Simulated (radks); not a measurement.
Fe2+, 24 electrons, occupied as [Ar] 3d5.75 4s0.25 (fractional occupations, a model configuration).

Calculated with a radial shooting solver on a logarithmic mesh with Libxc functionals: non-relativistic Kohn-Sham, BLYP, spin-polarised, spherical densities, point nucleus; open shells are filled with parallel spins first.

Energy parts (hartree):
part                       energy
total                 -1262.81400
kinetic                1261.92735
electron-nucleus      -2987.25912
Hartree                 517.67140
exchange-correlation    -55.15362

Orbitals (lengths in bohr, moments of r in powers of bohr; <r^-3> diverges for s and p1/2):
| orbital | occ. | eigenvalue (hartree) | <r> | <r^-3> | <r^4> |
|---|---|---|---|---|---|
| 1s up | 1 | -255.5962 | 0.05914 | - | 0.00005613 |
| 1s down | 1 | -255.5959 | 0.05914 | - | 0.00005612 |
| 2s up | 1 | -30.38203 | 0.2703 | - | 0.01295 |
| 2s down | 1 | -30.30471 | 0.2699 | - | 0.01285 |
| 2p up | 3 | -26.32081 | 0.2369 | 463.1 | 0.009649 |
| 2p down | 3 | -26.26265 | 0.2365 | 464.6 | 0.009553 |
| 3s up | 1 | -4.16809 | 0.8174 | - | 0.9631 |
| 3s down | 1 | -3.99583 | 0.8213 | - | 0.9888 |
| 3p up | 3 | -2.98128 | 0.8566 | 58.16 | 1.306 |
| 3p down | 3 | -2.81312 | 0.8636 | 57.09 | 1.368 |
| 3d up | 5 | -1.05917 | 1.043 | 5.335 | 4.740 |
| 3d down | 0.75 | -0.90763 | 1.100 | 5.014 | 6.396 |
| 4s up | 0.25 | -0.77660 | 2.465 | - | 72.66 |
| 4s down | 0 | -0.73284 | 2.550 | - | 83.22 |

The highest occupied level is 4s up at -21.132 eV. The spin density at the nucleus is 1.158 e/bohr^3 (1s -0.015, 2s -1.690, 3s 0.961, 4s 1.902), a Fermi contact field of 60.7 T.
